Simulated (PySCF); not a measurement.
## Bonding in `C=NC1=CSCS(=O)(=O)C1`

C5H7NO2S2.
Atom-mapped SMILES: `[CH2:1]=[N:2][C:3]1=[CH:4][S:5][CH2:6][S:7](=[O:8])(=[O:9])[CH2:10]1` (hydrogens: H11, H12 on C1; H13 on C4; H14, H15 on C6; H16, H17 on C10)

Structure used (GFN2-xTB), in Å, numbered top down from 1:
```xyz
17
C5H7NO2S2 angstrom
C      2.749    0.637    0.527
N      2.079    0.427   -0.516
C      0.861   -0.200   -0.544
C      0.605   -1.364    0.083
S     -0.967   -2.122   -0.068
C     -2.010   -0.772    0.521
S     -1.530    0.861   -0.185
O     -2.653    1.402   -0.893
O     -0.968    1.634    0.886
C     -0.193    0.441   -1.365
H      2.395    0.419    1.535
H      3.726    1.084    0.419
H      1.355   -1.918    0.621
H     -1.919   -0.670    1.598
H     -3.033   -0.973    0.223
H      0.144    1.359   -1.834
H     -0.649   -0.234   -2.086
```

Bond orders from the PBE0/pcSseg-1 density (PySCF). Geometry: GFN2-xTB, one conformer, isolated molecule.

How far do the computed orders between heavy atoms stray from the drawn ones?

The largest departure is 0.345, at C3–C4 (drawn double, 1.655). Drawn single, order above 1.12: N2–C3 (1.130). Drawn single, order below 0.88: C6–S7 (0.800) and S7–C10 (0.848). Drawn double or triple, more than 0.30 short of the drawn order: C3–C4 (1.655).

Set the Mayer orders of the bonds beside their lengths.

```json
{"bond": "C1–N2", "drawn as": "double", "length (Å)": "1.257", "Mayer order": "1.895"}
{"bond": "N2–C3", "drawn as": "single", "length (Å)": "1.370", "Mayer order": "1.130"}
{"bond": "C3–C4", "drawn as": "double", "length (Å)": "1.346", "Mayer order": "1.655"}
{"bond": "C4–S5", "drawn as": "single", "length (Å)": "1.752", "Mayer order": "1.067"}
{"bond": "S5–C6", "drawn as": "single", "length (Å)": "1.805", "Mayer order": "0.993"}
{"bond": "C6–S7", "drawn as": "single", "length (Å)": "1.842", "Mayer order": "0.800"}
{"bond": "S7–O8", "drawn as": "double", "length (Å)": "1.434", "Mayer order": "1.740"}
{"bond": "S7–O9", "drawn as": "double", "length (Å)": "1.435", "Mayer order": "1.722"}
{"bond": "S7–C10", "drawn as": "single", "length (Å)": "1.832", "Mayer order": "0.848"}
{"bond": "C10–C3", "drawn as": "single", "length (Å)": "1.481", "Mayer order": "1.026"}
{"bond": "C1–H11", "drawn as": "single", "length (Å)": "1.091", "Mayer order": "0.931"}
{"bond": "C1–H12", "drawn as": "single", "length (Å)": "1.080", "Mayer order": "0.949"}
{"bond": "C4–H13", "drawn as": "single", "length (Å)": "1.076", "Mayer order": "0.941"}
{"bond": "C6–H14", "drawn as": "single", "length (Å)": "1.086", "Mayer order": "0.908"}
{"bond": "C6–H15", "drawn as": "single", "length (Å)": "1.085", "Mayer order": "0.916"}
{"bond": "C10–H16", "drawn as": "single", "length (Å)": "1.085", "Mayer order": "0.913"}
{"bond": "C10–H17", "drawn as": "single", "length (Å)": "1.088", "Mayer order": "0.903"}
```

By pair of heavy elements: C–N: lowest N2–C3 (1.130, 1.370 Å), highest C1–N2 (1.895, 1.257 Å). C–C: lowest C10–C3 (1.026, 1.481 Å), highest C3–C4 (1.655, 1.346 Å). C–S: lowest C6–S7 (0.800, 1.842 Å), highest C4–S5 (1.067, 1.752 Å). O–S: all 2 within 0.02 of one another (1.722 to 1.740).

Sum the orders of all bonds at each heavy atom with more than one neighbour and set the sums beside the valence in the SMILES.

C1 3.775 (drawn 4), N2 3.025 (drawn 3), C3 3.811 (drawn 4), C4 3.663 (drawn 4), S5 2.060 (drawn 2), C6 3.617 (drawn 4), S7 5.110 (drawn 6), C10 3.690 (drawn 4). Orders between atoms that aren't bonded are not in these sums.

The Mayer order sums products of elements of PS (density times overlap matrix) between the two atoms' basis functions, so it depends on the basis set.

The run behind these numbers computed NMR shieldings as well. The run took 52 s on one thread, Intel Xeon Platinum 8375C at 2.90 GHz (x86_64), no GPU, shared host, and the process peaked at 0.99 GiB of memory.
